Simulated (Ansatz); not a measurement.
System: sum formula H3BPO2, charge 0, multiplicity 2. It need not be the lowest isomer of its formula. 
Coordinates optimised at B3LYP-D3(BJ)/def2-TZVP (Ansatz, a quantum-chemistry and plane-wave program):
```
B
O 1 1.3618
H 2 0.9599 1 113.99
O 1 1.3634 2 115.61 3 180.00
H 4 0.9606 1 114.69 2 180.00
P 1 1.9614 2 124.83 3 0.00
H 6 1.4239 1 96.03 2 0.00
```
Charge 0, spin multiplicity 2.

Basis-set convergence of Hartree-Fock and CCSD correlation energies (hartree) with Ansatz. Valence correlation only, unless marked. Open shells are spin-unrestricted. No spin-orbit coupling. No relativistic terms.

```csv
basis,functions,E(HF),"E(corr, CCSD)"
aug-cc-pV(D+d)Z,128,-517.01819,-0.61944
aug-cc-pV(T+d)Z,262,-517.07613,-0.74388
aug-cc-pV(Q+d)Z,467,-517.09067,-0.78419
```

Extrapolating the two largest sets (X = 3 and 4) as X^-3: E(corr) = (64·(-0.78419) - 27·(-0.74388))/37 = -0.8136 Eh, an estimate of the basis-set limit. The largest set recovers 96.4 % of it, the smallest 76.1 %.
